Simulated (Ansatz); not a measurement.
Mulliken charges of `N#[C][SnH2][F]` from PBE/def2-TZVPP in Ansatz (PBE0-D4/def2-TZVP geometry).

```
atom   x (Å)   y (Å)   z (Å)  charge (e)
  N1   2.047  -1.268   1.073       0.042
  C2   1.158  -0.707   0.601      -0.406
 Sn3  -0.422   0.396  -0.245       0.957
  F4  -1.679  -0.948  -0.760      -0.432
  H5   0.106   1.138  -1.669      -0.081
  H6  -1.168   1.325   0.954      -0.081
```

By hand: the dipole of these point charges (1 e Å = 4.8032 D).

Σ q r = (0.023, 0.823, -0.047) e Å, of length 0.825 e Å = 3.96 D.

How does the dipole of the full density compare? (Best estimate.)

Ansatz gave: (-0.267, 0.778, -0.185) e Å, 4.05 D; the point charges give 0.98 times that, at 22° from its direction.

Point charges leave out the atoms' own dipoles, such as those of lone pairs, and Mulliken's split depends on the basis, so the two needn't agree.
